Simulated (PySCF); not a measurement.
2-bromopropene, C3H5Br, SMILES C=C(C)Br, point group Cs.

Level: B3LYP/pcSseg-1 in PySCF (density fitting, grid level 2); geometry and Hessian at that level, cubic constants and property derivatives from steps of ±0.6 along each species' dimensionless normal coordinates, second-order vibrational perturbation theory. The parent has the commonest isotopes.

Equilibrium geometry (Å):

| atom | x | y | z |
| --- | --- | --- | --- |
| C1 | -1.1944 | -0.7427 | 0.0837 |
| C2 | -0.3521 | 0.2745 | -0.0383 |
| C3 | 1.1421 | 0.2094 | -0.0451 |
| Br4 | -1.0527 | 2.0619 | -0.2320 |
| H5 | -2.2713 | -0.6139 | 0.0794 |
| H6 | -0.8017 | -1.7520 | 0.1932 |
| H7 | 1.5629 | 0.8050 | 0.7730 |
| H8 | 1.5466 | 0.6097 | -0.9818 |
| H9 | 1.4747 | -0.8280 | 0.0671 |

Question: Give the equilibrium and ground-state rotational constants (MHz) of parent; ²H at 5.

Answer: 
| species | Ae | Be | Ce | A0 | B0 | C0 | Δ0 (u Å²) | harmonic ZPE (cm⁻¹) |
| --- | --- | --- | --- | --- | --- | --- | --- | --- |
| parent | 9249.7 | 3087.5 | 2348.7 | 9179.2 | 3072 | 2333.3 | -2.972 | 15340 |
| ²H at 5 | 8490.9 | 3063.5 | 2283.2 | 8428.9 | 3048.6 | 2268.6 | -2.965 | 14650 |

Δ0 = Ic − Ia − Ib from the ground-state constants.

Question: How is the parent's vibrational correction B0 − Be made up?

Answer: 
```csv
axis,harmonic,Coriolis,cubic,total (MHz)
a,17.4,-10.6,-77.4,-70.5
b,4.44,-1.53,-18.5,-15.6
c,1.21,-0.666,-15.9,-15.4
```

Question: And its quartic centrifugal distortion constants from the harmonic force field?

Answer: Asymmetric top, A reduction, Ir representation: ΔJ = 0.627 kHz, ΔJK = 2.68 kHz, ΔK = 4.44 kHz, δJ = 0.168 kHz, δK = 2.78 kHz.

Question: Which nuclear quadrupole couplings χaa, χbb, χcc (MHz) does the parent show, at equilibrium and averaged?

Answer: 79Br at 4: 561.3, -300.8, -260.4 and 560.5, -300.9, -259.5.

A mode lies under 250 cm⁻¹, where this perturbation treatment is rough. Internal rotors are held in one well.
